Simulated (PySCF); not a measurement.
## Ionisation energy of Ce⁴⁴⁺ by level of theory

Ce⁴⁴⁺ [Ne] 3s2 3p2 (3P) → Ce⁴⁵⁺ [Ne] 3s2 3p1 (2P), as a difference of total energies. Computed with PySCF 2.14 in an even-tempered Gaussian basis (16 s from 8.8 bohr⁻², ratio 2.5; 10 p from 11 bohr⁻², ratio 2.5; 4 d from 46 bohr⁻², ratio 2.7; 4 f from 69 bohr⁻², ratio 2.7), with the non-relativistic Hamiltonian (point nucleus). Correlated levels: outer shells: 1s2 frozen; virtual orbitals above 40 to 60 times the deepest correlated orbital energy dropped. The calculations carry no spin-orbit coupling.

```csv
method,ionisation energy (eV)
UHF,3435.4
LDA,3436.9
PBE,3437.5
PBE0,3437.3
r2SCAN,3437.6
M06-L,3436.4
MN15,3446.2
MP2 (outer shells),3435.5
SCS-MP2 (outer shells),3435.3
```

Spin-orbit coupling is strong in these open shells (close to jj coupling). The scalar numbers leave it out and a first-order estimate fails, so it can dominate the gap to the real levels.

The gap to the reference is mostly relativistic.

For comparison: 3570 ± 4 eV (theoretical estimate listed by NIST; NIST Atomic Spectra Database, ionization energies).
